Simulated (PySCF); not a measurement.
**Bond curve of ZnCl**

Set-up: PySCF, no relativity, basis sets Zn def2-TZVPP, Cl def2-TZVPP. Energies in eV from Zn + Cl in their ground configurations at the same level. State: ²Σ⁺ (doublet), unpaired electrons σ ↑.

All columns are PBE0. A positive dipole means Zn(−)Cl(+).

```tsv
R (Å)	E (eV)	μ (D)	Mulliken charge on Zn (basis-dependent)	HOMO (eV)	LUMO (eV)	Mayer bond order	⟨S²⟩
1.863	-1.526	-1.32	0.38	-6.10	-2.87	1.11	0.75
1.949	-1.990	-1.71	0.36	-6.25	-3.06	1.09	0.75
2.036	-2.238	-2.12	0.36	-6.40	-3.26	1.06	0.75
2.101	-2.323	-2.44	0.37	-6.51	-3.41	1.04	0.75
2.166	-2.343	-2.75	0.38	-6.62	-3.56	1.01	0.75
2.231	-2.316	-3.07	0.39	-6.72	-3.70	0.98	0.75
2.318	-2.226	-3.47	0.40	-6.86	-3.89	0.95	0.75
2.426	-2.059	-3.95	0.41	-7.02	-4.12	0.90	0.75
2.556	-1.818	-4.44	0.43	-7.19	-4.36	0.86	0.76
2.729	-1.483	-4.91	0.42	-7.39	-4.64	0.79	0.76
```

A fit through these points gives, at Re = 2.158 Å, μ = -2.72 D and dμ/dR = -4.86 D/Å; the reduced mass is 22.6 u.

How strong is the fundamental in the double-harmonic approximation, I = 42.26·(dμ/dR)²/μred km/mol?

I = 42.26·(-4.86)²/22.6 = 44.2 km/mol at PBE0.

The state was picked by a PBE0 search and need not be the measured ground state.
